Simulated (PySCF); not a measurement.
C2H8AlNOSe, SMILES C[N](C)[Al]([OH])[SeH]. Heavy atoms are numbered as in [Al:1]([N:2]([CH3:3])[CH3:4])([OH:11])[SeH:13]. Hydrogens are named by the atom that carries them.

Coordinates come from a ωB97X-D3(BJ)/def2-SVP optimisation. The values are those of a single conformer.

The numbers are results of B3LYP/pcSseg-1 in PySCF, not measurements.

GIAO shieldings, no solvent; atoms alike by connectivity are averaged. δ = σ(ref) − σ: ¹⁵N against NH3 (σ = 265.5 ppm); ¹³C against TMS (σ = 181.3 ppm); ¹H against TMS (σ = 31.68 ppm); ¹⁷O against H2O (σ = 333.8 ppm); ⁷⁷Se against Me2Se (σ = 1647.9 ppm), references at their B3LYP-D3(BJ)/def2-TZVP geometries, non-relativistic.

Computed chemical shifts:
```json
[
 {"nucleus": "¹⁵N", "atoms": "N2", "count": "1", "δ (ppm)": "51.8"},
 {"nucleus": "¹³C", "atoms": "C3 (CH3)", "count": "2", "δ (ppm)": "43.4"},
 {"nucleus": "¹H", "atoms": "H on C3", "count": "6", "δ (ppm)": "2.84"},
 {"nucleus": "¹H", "atoms": "H on O11", "count": "1", "δ (ppm)": "1.85"},
 {"nucleus": "¹H", "atoms": "H on Se13", "count": "1", "δ (ppm)": "0.07"},
 {"nucleus": "¹⁷O", "atoms": "O11 (OH)", "count": "1", "δ (ppm)": "22.8"},
 {"nucleus": "⁷⁷Se", "atoms": "Se13 (SeH)", "count": "1", "δ (ppm)": "-687.1"}
]
```
